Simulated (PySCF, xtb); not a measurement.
hex-3-yne (C6H10), SMILES CCC#CCC.

GFN2-xTB in xtb 6.7.1 at its own geometry gives an orbital gap of 6.64 eV and a dipole moment of 0.07 D.

The structure is a stationary point at B3LYP-D3(BJ)/def2-SVP.

What does CAM-B3LYP/def2-TZVP (PySCF) give? (An estimate is asked for; the answer gives what the named calculation found.)

gap 10.32 eV (levels -8.38 and 1.94 eV), dipole 0.13 D.
